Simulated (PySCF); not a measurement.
## SrSi⁻: frontier orbitals

UHF at R = 3.119 Å; Sr def2-SVPD with ECP28, Si def2-SVPD; scalar-relativistic core potentials (PySCF 2.14). State: ⁴Σ⁻ (quartet), unpaired electrons σ ↑, π ↑↑. Only the outer orbitals are listed, counted within each symmetry, core potentials removing the inner ones.

```json
{"spin": "α", "orbital": "5σ", "occ.": "1", "ε (eV)": "-26.03", "on Sr (%)": "99", "main shells (%)": "99 Sr p"}
{"spin": "α", "orbital": "2π", "occ.": "1", "ε (eV)": "-25.97", "on Sr (%)": "100", "main shells (%)": "100 Sr p"}
{"spin": "α", "orbital": "2π", "occ.": "1", "ε (eV)": "-25.97", "on Sr (%)": "100", "main shells (%)": "100 Sr p"}
{"spin": "α", "orbital": "6σ", "occ.": "1", "ε (eV)": "-12.80", "on Sr (%)": "2", "main shells (%)": "98 Si s"}
{"spin": "α", "orbital": "7σ", "occ.": "1", "ε (eV)": "-4.16", "on Sr (%)": "17", "main shells (%)": "82 Si p, 11 Sr s"}
{"spin": "α", "orbital": "3π", "occ.": "1", "ε (eV)": "-3.42", "on Sr (%)": "10", "main shells (%)": "90 Si p"}
{"spin": "α", "orbital": "3π", "occ.": "1", "ε (eV)": "-3.42", "on Sr (%)": "10", "main shells (%)": "90 Si p"}
{"spin": "α", "orbital": "8σ", "occ.": "1", "ε (eV)": "-0.70", "on Sr (%)": "92", "main shells (%)": "71 Sr s, 17 Sr p"}
{"spin": "α", "orbital": "4π", "occ.": "0", "ε (eV)": "3.29", "on Sr (%)": "98", "main shells (%)": "94 Sr p"}
{"spin": "α", "orbital": "4π", "occ.": "0", "ε (eV)": "3.29", "on Sr (%)": "98", "main shells (%)": "94 Sr p"}
{"spin": "β", "orbital": "2π", "occ.": "1", "ε (eV)": "-25.90", "on Sr (%)": "100", "main shells (%)": "100 Sr p"}
{"spin": "β", "orbital": "2π", "occ.": "1", "ε (eV)": "-25.90", "on Sr (%)": "100", "main shells (%)": "100 Sr p"}
{"spin": "β", "orbital": "5σ", "occ.": "1", "ε (eV)": "-25.79", "on Sr (%)": "100", "main shells (%)": "100 Sr p"}
{"spin": "β", "orbital": "6σ", "occ.": "1", "ε (eV)": "-7.15", "on Sr (%)": "2", "main shells (%)": "98 Si s"}
{"spin": "β", "orbital": "7σ", "occ.": "1", "ε (eV)": "-0.89", "on Sr (%)": "98", "main shells (%)": "84 Sr s, 14 Sr p"}
{"spin": "β", "orbital": "3π", "occ.": "0", "ε (eV)": "3.23", "on Sr (%)": "99", "main shells (%)": "98 Sr p"}
{"spin": "β", "orbital": "3π", "occ.": "0", "ε (eV)": "3.23", "on Sr (%)": "99", "main shells (%)": "98 Sr p"}
```

Which are the highest filled and the lowest empty level, where do they sit, and how wide is the gap?

Highest filled α 8σ at -0.70 eV (in %: 71 Sr s, 17 Sr p); lowest empty β 3π at 3.23 eV (in %: 98 Sr p); the gap at UHF is 3.93 eV. An empty level above zero is unbound, and its energy depends on the basis.

The bond order (Mayer) is 0.70, the ⟨S²⟩ is 3.758 and the charge on Sr (Mulliken, basis-dependent) is -0.31. The charge on Sr (Löwdin, basis-dependent) is -0.61. The dipole moment (positive dipole points towards Si; it is taken about the centre of mass and depends on that origin) is 0.38 D. The polarisability along the bond is 387.7 bohr³ and the polarisability across the bond is 386.6 bohr³.

Spin–orbit coupling is left out. The state was picked by a PBE0 search and need not be the measured ground state.
